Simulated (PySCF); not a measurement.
Problem. What does the PBE0-D3(BJ)/def2-SVP structure of `[CH3][Ge@@H]([Cl])[Br]` look like in three dimensions?

Solution. 
```
atom  x, y, z in Å
C1    -1.0454   -0.1886   -0.2504
Ge2    0.7684    0.0723    0.3596
Cl3    2.0540   -1.3054   -0.6966
Br4    1.4177    2.2078   -0.2127
H5    -1.0685   -0.0773   -1.3430
H6    -1.3956   -1.1939    0.0235
H7    -1.6998    0.5680    0.2056
H8     1.0301   -0.1098    1.8598
```

Any rigid rotation of these coordinates is as good. Atoms count from 1 in this order. Ge2 (germanium bonded to Br, C, Cl and H) is distorted tetrahedral (angles from 107.5° to 116.9°).

Bonds between heavy atoms (Å): C1–Ge2 1.931, Ge2–Cl3 2.160, Ge2–Br4 2.304.

Method used: PySCF 2.14.0, PBE0-D3(BJ)/def2-SVP geometry optimisation, gas phase.

Point group: C1 (no symmetry element, even within 0.4 Å). PBE0-D3(BJ)/def2-SVP frequencies: not computed here.
